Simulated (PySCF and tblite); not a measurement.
Values are calculated unless marked as measured or tabulated.
System: 3,3,3-trifluoropropionic acid, C3H3F3O2, numbered as in [O:1]=[C:2]([OH:3])[CH2:4][C:5]([F:6])([F:7])[F:8].

Geometries: PBE0-D3(BJ)/def2-SVP; energies: B3LYP/pcSseg-1 + D3(BJ); zero-point and thermal terms from GFN2-xTB harmonic modes (soft modes blended into free rotors). Rates follow Eyring's equation with the number of equivalent paths and no tunnelling. (PySCF 2.14 with density fitting, tblite 0.8.)

Q: Estimate the barrier and the room-temperature rate of the rotation about the C2–O3 bond (torsion O1–C2–O3–H from 0° to 180°, rising).

A: The electronic barrier is 13.5 kcal/mol and ΔG‡(298 K) 12.6 kcal/mol, over a C1 saddle with an imaginary mode of 580i cm⁻¹ (GFN2-xTB). With 2 equivalent paths, k is 7740 s⁻¹, a mean lifetime of the start of 130 µs against this motion. The end lies 7.0 kcal/mol above the start in free energy.
